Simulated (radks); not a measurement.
Problem. Valence configurations of neutral tungsten (all share [Xe]). All-electron calculation, scalar-relativistic Kohn-Sham, PBE, spin-polarised, spherical densities, finite nucleus; open shells are filled with parallel spins first (spin-orbit coupling, left out, can overturn this in heavy ions); Fermi nuclear charge, rms radius 5.3658 fm. Program: a radial shooting solver on a logarithmic mesh with Libxc functionals. Order these by energy: 4f13 5d4 6s2 6p1; 4f13.5 5d4 6s2 6p0.5; 4f14 5d4 6s1 6p1; 4f14 5d2 6s2 6p2; 4f14 5d4 6s2; 4f13.5 5d4.5 6s2; 4f13 5d5 6s2; 4f12 5d6 6s2; 4f14 5d4.5 6s1.5; 4f14 5d5 6s1.

Solution. From the lowest, in eV above it: 4f14 5d5 6s1 0.000; 4f14 5d4.5 6s1.5 0.422; 4f14 5d4 6s2 0.739; 4f14 5d4 6s1 6p1 3.440; 4f14 5d2 6s2 6p2 11.452; 4f13.5 5d4.5 6s2 15.292; 4f13.5 5d4 6s2 6p0.5 17.677; 4f13 5d5 6s2 31.596; 4f13 5d4 6s2 6p1 37.494; 4f12 5d6 6s2 72.865. NIST lists [Xe] 4f14 5d4 6s2 as the ground configuration; this level of theory puts 4f14 5d5 6s1 lower, by 0.739 eV. The energies are those of spherical high-spin densities, not of single terms.
